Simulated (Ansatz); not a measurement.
One change: `O1[SiH2][SiH2][SiH2]1` becomes `N[SiH]1[SiH2]O[SiH2]1`.

Ansatz, PBE0-D4/def2-TZVP geometries, multiplicity 1. Each molecule was computed in one conformer, which needn't be the lowest.

| property | `O1[SiH2][SiH2][SiH2]1` |
| --- | --- |
| zero-point energy (PBE0-D4/def2-TZVP) / kJ/mol | 147.2 |
| HOMO energy (B3LYP/def2-TZVPP) / eV | -7.19 |
| size of the dipole moment (ωB97M-V/def2-TZVPP) / D | 1.13 |
| HOMO–LUMO gap (B3LYP/def2-TZVPP) / eV | 6.16 |
| LUMO energy (B3LYP/def2-TZVPP) / eV | -1.03 |
| HOMO–LUMO gap (PBE0/def2-TZVPP) / eV | 6.50 |

(1) Give the same properties after the change, and the shifts. (Estimate.)

Answers

(1) Computed: 
```csv
property,`N[SiH]1[SiH2]O[SiH2]1`,shift
zero-point energy (PBE0-D4/def2-TZVP) / kJ/mol,195.1,47.9
HOMO energy (B3LYP/def2-TZVPP) / eV,-6.37,0.82
size of the dipole moment (ωB97M-V/def2-TZVPP) / D,2.73,1.60
HOMO–LUMO gap (B3LYP/def2-TZVPP) / eV,5.34,-0.82
LUMO energy (B3LYP/def2-TZVPP) / eV,-1.03,0.00
HOMO–LUMO gap (PBE0/def2-TZVPP) / eV,5.67,-0.83
```

The zero-point energy changes by 47.9 kJ/mol with +6 modes. Dipoles are sizes alone; their direction can turn.

B3LYP here is the variant with VWN-RPA as its local correlation; programs differ in this.
